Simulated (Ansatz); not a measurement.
H5InN2O (`[NH2][In]([NH2])[OH]`), relaxed with RKS PBE0-D4/def2-TZVP in Ansatz 0.2.0 from a GFN2-xTB geometry. The force threshold is 0.005 eV/Å; the program also tests the step.

Charge 0, multiplicity 1. In takes the def2 core potential.

Start:

```xyz
9

N     0.295   -0.774   -1.759
In    0.080   -0.028    0.146
N    -1.623    0.476    1.177
O     1.676   -0.161    1.264
H    -0.515   -0.555   -2.328
H     1.099   -0.360   -2.224
H    -2.088    1.286    0.776
H    -1.315    0.749    2.107
H     2.392   -0.633    0.842
```

How much energy does the relaxation release, and in how many steps? (An estimate is asked.)

The calculation gave: 1.83 kcal/mol, in 7 steps.

Which bonds change most? (An estimate is asked.)

Ansatz gave: In2–N3 from 2.053 to 2.014 Å; In2–O4 from 1.952 to 1.990 Å; N1–In2 from 2.058 to 2.022 Å; N3–H7 from 1.017 to 1.010 Å.

Give the relaxed structure. (Best estimate.)

Ansatz gave: 
```xyz
9

N     0.194   -0.672   -1.745
In    0.116   -0.030    0.172
N    -1.533    0.488    1.205
O     1.742   -0.226    1.302
H    -0.507   -0.300   -2.369
H     1.096   -0.592   -2.194
H    -2.239    1.007    0.704
H    -1.346    0.957    2.081
H     2.479   -0.633    0.843
```
